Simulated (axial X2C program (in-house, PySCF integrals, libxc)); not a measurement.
Ionising BaSi

All values come from calculations with an axial X2C code built on PySCF integrals, spin-free (one-electron X2C) or two-component (2c: spin–orbit coupling with atomic mean-field Coulomb and Gaunt terms, which also bring small scalar terms), in Dyall basis sets with cores contracted in-house; open shells are unrestricted.

Basis sets: Ba dyall-cv3z, Si dyall-v3z.

| Hamiltonian | level | BaSi state | Re (Å) | ωe (cm⁻¹) | De (eV) |
| --- | --- | --- | --- | --- | --- |
| spin-free | HF | M_S = 1, Λ = 0 | 3.180 | 201.2 | 1.64 |
| spin-free | PBE0 | M_S = 1, Λ = 0 | 3.031 | 220.2 | 2.01 |
| 2c | HF | Ω = 1 | 3.179 | 201.2 | 1.64 |
| 2c | PBE0 | Ω = 1 | 3.030 | 220.3 | 2.01 |

Adiabatic ionisation energy (minimum to minimum, no zero-point term) and constants of BaSi⁺:

```json
{"Hamiltonian": "spin-free", "level": "HF", "BaSi⁺ state": "M_S = 3/2, Λ = 0", "IE (eV)": "4.61", "Re (Å)": "2.995", "ωe (cm⁻¹)": "254.2", "De (eV)": "1.30", "fragments": "Ba+ + Si"}
{"Hamiltonian": "spin-free", "level": "PBE0", "BaSi⁺ state": "M_S = 3/2, Λ = 0", "IE (eV)": "4.93", "Re (Å)": "2.907", "ωe (cm⁻¹)": "259.7", "De (eV)": "2.20", "fragments": "Ba+ + Si"}
{"Hamiltonian": "2c", "level": "HF", "BaSi⁺ state": "Ω = 3/2", "IE (eV)": "4.61", "Re (Å)": "2.995", "ωe (cm⁻¹)": "254.3", "De (eV)": "1.30", "fragments": "Ba+ + Si"}
{"Hamiltonian": "2c", "level": "PBE0", "BaSi⁺ state": "Ω = 3/2", "IE (eV)": "4.93", "Re (Å)": "2.906", "ωe (cm⁻¹)": "259.8", "De (eV)": "2.21", "fragments": "Ba+ + Si"}
```

Question: Add the zero-point terms to the ionisation energy at PBE0, 2c, and say whether the electron removed was bonding.

Answer: IE0 = IE + (ωe⁺ − ωe)/2 = 4.93 + (0.002) = 4.93 eV. Re changes by -0.124 Å, so the bond shortens, as on loss of an antibonding or a polarising non-bonding electron.

Question: Close the cycle De(BaSi⁺) + IE(BaSi) = De(BaSi) + IE(Ba) to find the atomic ionisation energy at PBE0, 2c.

Answer: IE(Ba) = 2.21 + 4.93 − 2.01 = 5.13 eV, for the determinants used.

Each entry is the lowest single determinant of a limited PBE0 search at one distance. De goes to single-determinant-based atoms at the same level (for ions the charge split of lowest energy) and is withheld (n/a) where an atom does not fit its ground term or J level. Main or longest-lived isotopes. One determinant is a doubtful description, or other states lie close, for BaSi, BaSi⁺; these need not be ground states, and all values refer to the states named. Some open-shell Ω = 0 determinants are out of reach, so the Ω given for BaSi need not be the lowest component. With several unpaired electrons the Ω given is that of one determinant, not necessarily of the lowest component. Some light 2c atoms are not at their ground J level, so De misses part of their lowering (0.04 eV or less). The functionals have no current term, which raises determinants with orbital currents.
